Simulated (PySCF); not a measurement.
## Broadened absorption spectrum of Ti(SMe)(NMe2)3

Compound: Ti(SMe)(NMe2)3, C7H21N3STi (singlet state).
SMILES: `C[S][Ti]([N](C)C)([N](C)C)[N](C)C`

Level of theory: TDDFT wB97X-D/def2-SVPD, vertical, gas phase, core orbitals frozen in the response (PySCF). Isolated species at its PBE0-D3(BJ)/def2-SVP geometry, gas phase.

Broadening: Gaussians 0.5 eV wide at half height, area fixed by f = 4.319×10⁻⁹ ∫ε dν̃. The cross-section is σ = 3.8235×10⁻²¹ ε cm², given in Mb (10⁻¹⁸ cm²). The width is an assumption, not a result. The curve ends short of the highest state used, and states not computed would add to its high-energy end.

```json
{"λ (nm)": "260.6", "σ (Mb)": "27.87"}
{"λ (nm)": "264.3", "σ (Mb)": "29.90"}
{"λ (nm)": "268.1", "σ (Mb)": "30.74"}
{"λ (nm)": "271.8", "σ (Mb)": "30.37"}
{"λ (nm)": "275.6", "σ (Mb)": "29.03"}
{"λ (nm)": "279.3", "σ (Mb)": "27.07"}
{"λ (nm)": "283.1", "σ (Mb)": "24.70"}
{"λ (nm)": "286.8", "σ (Mb)": "22.25"}
{"λ (nm)": "290.6", "σ (Mb)": "19.73"}
{"λ (nm)": "294.3", "σ (Mb)": "17.36"}
{"λ (nm)": "298.1", "σ (Mb)": "15.02"}
{"λ (nm)": "301.8", "σ (Mb)": "12.86"}
{"λ (nm)": "305.6", "σ (Mb)": "10.77"}
{"λ (nm)": "309.3", "σ (Mb)": "8.90"}
{"λ (nm)": "313.1", "σ (Mb)": "7.16"}
{"λ (nm)": "316.8", "σ (Mb)": "5.68"}
{"λ (nm)": "320.6", "σ (Mb)": "4.38"}
{"λ (nm)": "324.4", "σ (Mb)": "3.31"}
{"λ (nm)": "328.1", "σ (Mb)": "2.47"}
{"λ (nm)": "331.9", "σ (Mb)": "1.79"}
{"λ (nm)": "335.6", "σ (Mb)": "1.29"}
{"λ (nm)": "339.4", "σ (Mb)": "0.91"}
{"λ (nm)": "343.1", "σ (Mb)": "0.63"}
{"λ (nm)": "346.9", "σ (Mb)": "0.43"}
{"λ (nm)": "350.6", "σ (Mb)": "0.29"}
{"λ (nm)": "354.4", "σ (Mb)": "0.19"}
{"λ (nm)": "358.1", "σ (Mb)": "0.13"}
{"λ (nm)": "361.9", "σ (Mb)": "0.08"}
{"λ (nm)": "365.6", "σ (Mb)": "0.05"}
{"λ (nm)": "369.4", "σ (Mb)": "0.03"}
{"λ (nm)": "373.1", "σ (Mb)": "0.02"}
{"λ (nm)": "376.9", "σ (Mb)": "0.01"}
{"λ (nm)": "380.6", "σ (Mb)": "0.01"}
{"λ (nm)": "384.4", "σ (Mb)": "0.00"}
{"λ (nm)": "388.1", "σ (Mb)": "0.00"}
{"λ (nm)": "391.9", "σ (Mb)": "0.00"}
```

(1) Locate the maxima and give the states behind the curve.

(2) Coming from long wavelengths, where does ε first pass 100 L mol⁻¹ cm⁻¹?

(3) On this curve, what absorbance would a 10⁻⁵ mol/L sample give at 266 nm over a 1 cm path?

Answers

(1) 269 nm (4.61 eV), ε about 8000, made up of S5 (22%), S6 (33%) and S7 (19%) (ε in L mol⁻¹ cm⁻¹; maxima over ε = 5, shares over 10%). The states used: S1 3.91 eV (f 0.0040); S2 4.11 eV (f 0.015); S3 4.18 eV (f 0.017); S4 4.24 eV (f 0.0095); S5 4.42 eV (f 0.049); S6 4.59 eV (f 0.049); S7 4.70 eV (f 0.031); S8 4.77 eV (f 0.018); S9 4.80 eV (f 0.021); S10 4.85 eV (f 0.0068); S11 4.94 eV (f 0.0064); S12 5.11 eV (f 0.0078); S13 5.16 eV (f 0.0036); S14 5.21 eV (f 0.014); S15 5.36 eV (f 0.038).

(2) At about 348 nm (3.56 eV), 0.35 eV below S1.

(3) 266 nm is 4.661 eV, where ε is about 8000 L mol⁻¹ cm⁻¹, so A = ε c l ≈ 0.08 (Beer–Lambert, with the gas-phase spectrum and the assumed width).
